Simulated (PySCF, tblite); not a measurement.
Isomers of C5H14NPSi, one GFN2-xTB conformer each. Single-point energies are computed at PBE0/pcSseg-1 (PySCF, gas phase, no added dispersion term), electronic only.

| SMILES | GFN2-xTB relative energy (kcal/mol) |
| --- | --- |
| CN([SiH2]P)C1CCC1 | 0.0 |
| C=CP([SiH3])CN(C)C | 33.4 |
| C=C[P@@](C)(CC)=N[SiH3] | 14.3 |

Conformers: `[CH3:1][N:2]([SiH2:3][PH2:4])[CH:5]1[CH2:6][CH2:7][CH2:8]1` with C1–N2–Si3–P4 16°, N2–Si3–P4–H 180° and -87°, C1–N2–C5–C6 -174°, N2–C5–C6–C7 -135°, C5–C6–C7–C8 14°, C6–C7–C8–C5 -14°, N2–C5–C8–C7 137°; `[CH2:1]=[CH:2][P:3]([SiH3:4])[CH2:5][N:6]([CH3:7])[CH3:8]` with C1–C2–P3–Si4 75°, C2–P3–C5–N6 -142°, P3–C5–N6–C7 161°; `[CH2:1]=[CH:2][P@@:3]([CH3:4])([CH2:5][CH3:6])=[N:7][SiH3:8]` with C1–C2–P3–C4 150°, C2–P3–C5–C6 -55°.

Question: What does PBE0/pcSseg-1 give for the same structures?

Answer: 
| SMILES | PBE0/pcSseg-1 E (Eh) | PBE0/pcSseg-1 (kcal/mol) | GFN2-xTB (kcal/mol) | point group |
| --- | --- | --- | --- | --- |
| C=C[P@@](C)(CC)=N[SiH3] | -883.92626 | 0.0 | 14.3 | C1 |
| CN([SiH2]P)C1CCC1 | -883.91591 | 6.5 | 0.0 | C1 |
| C=CP([SiH3])CN(C)C | -883.88765 | 24.2 | 33.4 | C1 |

GFN2-xTB puts CN([SiH2]P)C1CCC1 lowest instead; measured from each level's own lowest isomer, the values differ by up to 14.3 kcal/mol (C=C[P@@](C)(CC)=N[SiH3]: 14.3 against 0.0). 

Question: Which frontier levels, dipoles and rotational constants go with these structures?

Answer: 
| SMILES | HOMO (eV, PBE0/pcSseg-1) | LUMO (eV) | dipole (D) | A, B, C (MHz) |
| --- | --- | --- | --- | --- |
| C=C[P@@](C)(CC)=N[SiH3] | -6.59 | -0.74 | 4.24 | 1983, 955.5, 823.2 |
| CN([SiH2]P)C1CCC1 | -6.24 | 0.65 | 1.51 | 3204, 726.2, 650.3 |
| C=CP([SiH3])CN(C)C | -6.16 | -0.22 | 2.29 | 2375, 873.9, 784.3 |

Question: What happens when harmonic zero-point energies from GFN2-xTB frequencies are added?

Answer: 
| SMILES | ZPE (kcal/mol) | electronic (kcal/mol) | with ZPE (kcal/mol) |
| --- | --- | --- | --- |
| C=C[P@@](C)(CC)=N[SiH3] | 107.9 | 0.0 | 0.0 |
| CN([SiH2]P)C1CCC1 | 111.7 | 6.5 | 10.3 |
| C=CP([SiH3])CN(C)C | 109.7 | 24.2 | 26.1 |

The zero-point energies span 3.8 kcal/mol. The order is unchanged.
